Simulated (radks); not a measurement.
The samarium ion Sm+ inside a hard spherical wall (all orbitals vanish at R), configuration held at [Xe] 4f6 6s1 and not refilled when levels cross. Calculated with a radial shooting solver on a logarithmic mesh with Libxc functionals: scalar-relativistic Kohn-Sham, LDA (Slater exchange, VWN5 correlation), spin-unpolarised, spherical densities, finite nucleus; Fermi nuclear charge, rms radius 5.0819 fm. Eigenvalues in eV, with the zero of energy where the potential of the charges vanishes at infinity; a dash marks a level that is unbound or too diffuse for the functional's potential to be trusted. A positive occupied level is held by the wall or, in an anion where self-interaction has pushed it up, behind a barrier. The pressure on the wall is -dE/dV.

| R (bohr) | E (hartree) | kinetic (hartree) | e(5s) | e(5p) | e(4f) | e(6s) | e(5d, empty) | e(6p, empty) | pressure (GPa) |
|---|---|---|---|---|---|---|---|---|---|
| free | -10419.1165 | 11133.181 | -49.631 | -29.546 | -8.849 | -8.675 | -7.438 | -5.447 | 0 |
| 20 | -10419.1165 | 11133.181 | -49.631 | -29.546 | -8.849 | -8.675 | -7.438 | -5.447 | < 0.0001 |
| 6 | -10419.0728 | 11133.436 | -48.753 | -28.705 | -7.954 | -7.045 | -6.455 | -2.188 | 3.15 |
| 5 | -10418.9815 | 11133.852 | -47.805 | -27.813 | -6.920 | -4.279 | -5.119 | 2.223 | 14.7 |
| 3.5 | -10418.1384 | 11137.580 | -42.791 | -22.758 | -0.895 | 14.545 | 3.029 | 27.476 | 288 |
| 3 | -10416.8877 | 11142.880 | -37.491 | -16.853 | 5.569 | 35.629 | 11.958 | 52.946 | 1020 |
| 2.5 | -10413.4271 | 11156.357 | -25.721 | -3.021 | 18.799 | 81.639 | 31.625 | 105.47 | 4260 |
| 2 | -10402.4879 | 11194.560 | 5.499 | 34.147 | 47.331 | 192.54 | 80.729 | 226.40 | 22500 |
| 1.5 | -10359.5557 | 11331.633 | 115.87 | 160.80 | 119.46 | 509.69 | 230.22 | 558.76 | 176000 |
